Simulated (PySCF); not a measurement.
## Working out the ionisation energy of Br²⁺

Br²⁺ [Ar] 3d10 4s2 4p3 (4S) → Br³⁺ [Ar] 3d10 4s2 4p2 (3P). Calculation: PySCF 2.14, in aug-cc-pVQZ-PP with ECP10MDF; scalar relativity through the core potential. Frozen: 3s2 3p6 3d10. Energies in hartree (1 hartree = 27.21139 eV):

| part | Br²⁺ (lower) | Br³⁺ (upper) |
| --- | --- | --- |
| UHF | -414.356263 | -413.083508 |
| CCSD correlation | -0.099060 | -0.079592 |
| (T) | -0.002819 | -0.001631 |

Question: What does Hartree-Fock give?

Answer: (-413.083508) − (-414.356263) = 1.272755 hartree = 34.633 eV.

Question: What do CCSD and CCSD(T) give?

Answer: The CCSD correlation energies differ by 0.019468 hartree = 0.530 eV and the triples by 0.001188 hartree = 0.032 eV, so CCSD gives 35.163 eV and CCSD(T) 35.195 eV.

Reference: 34.871 ± 0.019 eV (measured; NIST Atomic Spectra Database, ionization energies), between the lowest levels; spin-orbit coupling is absent from the calculation.

What remains against the reference includes basis incompleteness, the frozen core and higher excitations.
